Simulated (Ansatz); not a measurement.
Reaction (redistribution): `BB(F)BF` + `BCCN` → `BCB(B)F` + `NCBF`

Calculated with Ansatz (gas phase, PBE0-D4/def2-TZVP geometries, no zero-point term in ΔE). CBS: MP2 limit from def2 TZ/QZ plus the TZ coupled-cluster correction, frozen cores. DFT in def2-TZVPP. B3LYP here is the variant with VWN-RPA as its local correlation; programs differ in this. Each species was taken in one conformer, which may not be the lowest.

`BB(F)BF`:

Cartesian coordinates in Å:
```
B -1.300 -0.755 -0.054
B 0.358 -0.532 -0.019
F 1.218 -1.559 -0.055
B 1.037 1.054 0.026
F 1.093 1.729 1.166
H -1.935 -0.856 0.957
H -1.928 -0.709 -1.074
H 1.458 1.629 -0.947
```

`BCCN`:

Cartesian coordinates in Å:
```
B -1.529 -0.668 0.964
C -0.085 -0.468 0.435
C 0.140 0.546 -0.682
N 1.518 0.810 -1.059
H -1.789 -1.597 1.675
H -2.396 0.125 0.724
H 0.396 -1.428 0.205
H 0.445 -0.132 1.349
H -0.322 1.498 -0.401
H -0.391 0.216 -1.581
H 1.969 -0.043 -1.368
H 2.045 1.142 -0.261
```

`BCB(B)F`:

Cartesian coordinates in Å:
```
B -0.611 1.683 -0.146
C -0.905 0.176 -0.338
B 0.478 -0.582 -0.447
B 1.103 -1.475 0.830
F 1.135 -0.490 -1.606
H -0.567 2.163 0.950
H -0.373 2.379 -1.089
H -1.395 -0.009 -1.302
H -1.486 -0.244 0.488
H 1.766 -0.963 1.688
H 0.855 -2.638 0.972
```

`NCBF`:

```xyz
9

N     0.556   -1.217   -0.002
C    -0.453   -0.191   -0.165
B     0.071    1.272   -0.129
F     1.312    1.525    0.265
H     0.154   -2.109    0.252
H     1.230   -0.964    0.708
H    -1.266   -0.205    0.592
H    -0.985   -0.326   -1.118
H    -0.619    2.215   -0.403
```

(1) Is it downhill or uphill in electronic energy at CCSD(T)/CBS, and by how much? (An estimate is asked.)

(2) What do these levels give: BLYP-D4, B3LYP-D4, BHLYP-D4, CAM-B3LYP-D4, ωB97X-V, ωB97M-V, PBE-QIDH, LC-ωPBE, RPA@PBE/def2-TZVPP, HF/def2-SVP, HF/def2-TZVPP, CCSD/CBS(def2)? (Estimate.)

(3) What do rigid-rotor, harmonic-oscillator terms from PBE0-D4/def2-TZVP frequencies (298.15 K, 1 bar) make of the CCSD(T)/CBS value? (Best estimate.)

Largest T1 diagnostic among the species: 0.014.

## Answers

(1) Computed: Downhill: ΔE = -26.1 kcal/mol.

(2) The calculation gave: BLYP-D4 -25.2, B3LYP-D4 -25.8, BHLYP-D4 -26.3, CAM-B3LYP-D4 -26.2, ωB97X-V -25.4, ωB97M-V -27.1, PBE-QIDH -27.0, LC-ωPBE -26.1, RPA@PBE/def2-TZVPP -24.2, HF/def2-SVP -25.5, HF/def2-TZVPP -24.9, CCSD/CBS(def2) -25.9 kcal/mol.

(3) Computed: ΔZPE = 0.0 kcal/mol, ΔH = -26.2 kcal/mol, ΔS = -2 J/(mol·K), ΔG = -26.1 kcal/mol. Modes under 50 cm⁻¹ make the entropy rough.

Leaving LDA and LC-ωPBE aside and taking each functional with its dispersion term where it has one, the values, not all of them listed here, spread over 2.7 kcal/mol, from r2SCAN0-D4 to revPBE-D4. LDA lies −2.2 kcal/mol from PBE without D4. From BLYP to BHLYP (50 % exact exchange), in def2-TZVPP and without D4, ΔE moves by −1.3 kcal/mol. In def2-TZVPP, CCSD(T) changes the Hartree–Fock value by −1.0 kcal/mol (the triples alone add −0.2 kcal/mol) and MP2 by −2.6 kcal/mol.
